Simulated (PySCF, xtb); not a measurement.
Al(F)2(Et) (C2H5AlF2), SMILES C[CH2][Al]([F])[F].

xtb with GFN2-xTB at its own geometry gives an orbital gap of 4.22 eV and a dipole moment of 3.42 D.

Geometry optimised at B3LYP-D3(BJ)/def2-SVP. The structure was generated by enumeration; whether it is a known compound was not checked. One conformer was computed; it need not be the lowest.

What does CAM-B3LYP/def2-TZVP in PySCF give? (The exact figures need the calculation; the answer reports its results.)

gap 10.19 eV (levels -9.95 and 0.23 eV), dipole 2.43 D.
